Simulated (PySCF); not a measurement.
Compound: C8H10P2.
Geometry (PBE0-D3(BJ)/def2-SVP, Å), atoms numbered from 1 in this order:
```xyz
20
C8H10P2 angstrom
P      3.2800   -0.0033    1.2298
P      3.0199   -0.0477   -0.9980
C      1.8527    1.4199   -1.0878
C      0.5116    0.9492   -0.5913
C     -0.5394    1.7785   -0.2000
C     -1.7398    1.2194    0.2365
C     -1.8942   -0.1666    0.2789
C     -0.8480   -0.9999   -0.1149
C      0.3564   -0.4444   -0.5481
C      1.5588   -1.2274   -1.0028
H      4.3467    0.9493    1.1685
H      4.1945   -1.1048    1.2317
H      1.7944    1.7352   -2.1456
H      2.2453    2.2826   -0.5265
H     -0.4175    2.8646   -0.2277
H     -2.5590    1.8692    0.5536
H     -2.8337   -0.6010    0.6289
H     -0.9665   -2.0861   -0.0761
H      1.4266   -1.5935   -2.0372
H      1.7572   -2.1152   -0.3811
```

Level of theory: PBE0-D3(BJ)/def2-SVP geometry optimisation, gas phase (PySCF).

Take the most abundant isotopes and a rigid rotor. The values belong to one conformer with, in the numbering `[PH2:1][P:2]1[CH2:3][c:4]2[cH:5][cH:6][cH:7][cH:8][c:9]2[CH2:10]1`, H–P1–P2–C3 -86° and -179°, P1–P2–C3–C4 -75°, P2–C3–C4–C5 164°, C8–C9–C10–P2 -164°, P1–P2–C10–C9 75°.

(1) Give the principal moments of inertia and the rotational constants in cm⁻¹.

(2) What kind of rotor is it?

(3) Is it planar, by Δ = Ic − Ia − Ib?

(4) Give the other two planar moments, Paa and Pbb, and the rms extents of the mass along the axes.

(5) Predict some low-J microwave lines.

## Answers

(1) Ia = 267.38, Ib = 748.15, Ic = 773.44 u·Å²; 505379 MHz·u·Å²/I gives 1890, 675.5 and 653.4 MHz, that is A = 0.06305, B = 0.02253, C = 0.02180 cm⁻¹.

(2) A near-prolate asymmetric top: κ = (2 × 675.5 − 1890 − 653.4)/(1890 − 653.4) = -0.96.

(3) Not planar: Δ = Ic − Ia − Ib = -242.10 u·Å². For a rigid frame Δ = −2 Σ m c², so Σ m c² = 121.05 u·Å² lies off the ab plane: 12.58 from hydrogen and 108.47 from heavier atoms. The atom farthest from that plane is 1.93 Å away.

(4) Paa = Σ m a² = (Ib + Ic − Ia)/2 = 627.11 and Pbb = Σ m b² = (Ia + Ic − Ib)/2 = 146.34 u·Å². With the mass M = 168.03 u, the rms extents √(P/M) along a, b and c are 1.93, 0.93, 0.85 Å.

(5) The dipole components are |μa| = 0.52 D, |μb| = 0.02 D, |μc| = 0.40 D. Intensities carry the squares of the components, which stand as 1.00 : 0.00 : 0.58 (a : b : c). Some lines, for components of 0.1 D or more:

| type | branch | J(Ka,Kc) | MHz | lower level (cm⁻¹) |
| --- | --- | --- | --- | --- |
| c | Q | 3(1,3) ← 3(0,3) | 1161 | 0.266 |
| c | Q | 2(1,2) ← 2(0,2) | 1193 | 0.133 |
| c | Q | 1(1,1) ← 1(0,1) | 1215 | 0.044 |
| a | R | 1(0,1) ← 0(0,0) | 1329 | 0.000 |
| c | R | 1(1,0) ← 0(0,0) | 2566 | 0.000 |
| a | R | 2(1,2) ← 1(1,1) | 2636 | 0.085 |
| a | R | 2(0,2) ← 1(0,1) | 2658 | 0.044 |
| a | R | 2(1,1) ← 1(1,0) | 2680 | 0.086 |
| c | Q | 2(2,1) ← 2(1,1) | 3644 | 0.175 |
| c | R | 2(1,1) ← 1(0,1) | 3917 | 0.044 |
| a | R | 3(1,3) ← 2(1,2) | 3953 | 0.173 |
| a | R | 3(0,3) ← 2(0,2) | 3986 | 0.133 |
| a | R | 3(2,2) ← 2(2,1) | 3987 | 0.297 |
| a | R | 3(2,1) ← 2(2,0) | 3988 | 0.297 |
| a | R | 3(1,2) ← 2(1,1) | 4020 | 0.175 |
| c | R | 3(1,2) ← 2(0,2) | 5279 | 0.133 |
| c | Q | 3(3,1) ← 3(2,1) | 6127 | 0.430 |
| c | R | 2(2,0) ← 1(1,0) | 6324 | 0.086 |
| c | R | 2(2,1) ← 1(1,1) | 6346 | 0.085 |
| c | R | 3(2,2) ← 2(1,2) | 7697 | 0.173 |
| c | R | 3(3,0) ← 2(2,0) | 10115 | 0.297 |
| c | R | 3(3,1) ← 2(2,1) | 10115 | 0.297 |

Whether it is a minimum is left open (no frequencies). Constants of a rigid frame at the computed geometry: no zero-point averaging, no centrifugal distortion.
